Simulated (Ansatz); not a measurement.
An input meant for Li3Br3⁺, that is (LiBr)3 ring with one electron fewer (charge 1, doublet; atoms displaced at random, 0.03 Å in each coordinate).

```yaml
crystal:
  periodic: [false, false, false]
  atoms:
    - {symbol: Li, position_ang: [1.561432, 1.257670, 0.080082]}
    - {symbol: Br, position_ang: [0.033182, 2.014594, 1.562945]}
    - {symbol: Li, position_ang: [-1.600093, 0.384868, 1.103902]}
    - {symbol: Br, position_ang: [-2.037162, -1.649285, -0.160431]}
    - {symbol: Li, position_ang: [0.019415, -1.605878, -1.174644]}
    - {symbol: Br, position_ang: [2.080512, -0.495660, -1.478151]}
basis:
  gaussian: {orbitals: pcseg-2, fitting: {mean_field: cc-pVTZ-jkfit}, final_grid: {core_spheres: 5, valence_spheres: 4, degree: 11}}
total_charge: 1
magnetization: {spin_polarized: true, initial_magnetization: 1}
hamiltonian: {xc: {name: HF}}
correlation: {method: mp2, frozen_orbitals: {Li: 9}}
output: {forces: true}
```

```sh
$ ansatz run in.yaml --threads 4 --pin off --events-out ev --progress --plain --max-ram 3916MiB
```

Output, abridged:

```
Functional definition: HF
Error: "frozen_orbitals" has no count for Br
```

Question: Something in this input is off. What?

Answer: Frozen orbitals are typed for one element alone, and the program wants a count for each (the count typed has to fit that element's core, too). The program refused the input.
